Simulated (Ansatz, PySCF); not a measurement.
FH₆NOSi₂, SMILES O[Si@H](F)N[SiH3].

Coordinates come from a B3LYP-D3(BJ)/def2-SVP optimisation. The structure was generated by enumeration; whether it is a known compound was not checked. Other conformers were not sampled.

Vertical ionisation energy (IE) and electron affinity (EA) in eV. Rows of orbital energies are one-electron estimates. Where ΔSCF, EOM or ADC give a negative EA the extra electron is unbound and the value depends on the basis.

| level | IE | EA |
|---|---|---|
| −ε(HOMO), −ε(LUMO), ωB97X/def2-TZVP (PySCF) | 10.52 | -2.09 |
| −ε(HOMO), −ε(LUMO), PBE/def2-TZVP (PySCF) | 6.68 | 0.75 |
| ΔSCF, CAM-B3LYP/def2-SVPD (Ansatz), final states of multiplicity 2 and 2 | 10.33 | -1.27 |
| ΔSCF, PBE/def2-SVPD (Ansatz), final states of multiplicity 2 and 2 | 9.81 | -0.95 |

Question: What vertical singlet–triplet gap does ΔSCF give with CAM-B3LYP/def2-SVPD (Ansatz, a quantum-chemistry and plane-wave program) and with PBE/def2-SVPD (Ansatz)? (An estimate is asked for; the answer gives what the named calculation found.)

Answer: 6.58 and 5.90 eV (triplet above singlet where positive).
